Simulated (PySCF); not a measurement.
Method: PySCF 2.14.0 with B3LYP-D3(BJ)/def2-TZVP. Gas-phase values, no solvent. B3LYP has the VWN-RPA correlation part, as in Gaussian. 

Reference species (SMILES): `C#C[S+]` (lower triplet) (charge +1, multiplicity 3).

```json
{
  "highest_occupied_spin_orbital": "-14.85 eV"
}
```

Changed species: `C(#N)[O+]` (lower triplet) (O, X = cyano, multiplicity 3; the reference has S, X = ethynyl, multiplicity 3).

Problem. Give the shifts of the highest occupied spin orbital.

Solution. the highest occupied spin orbital falls by 4.91 eV, to -19.76 eV.
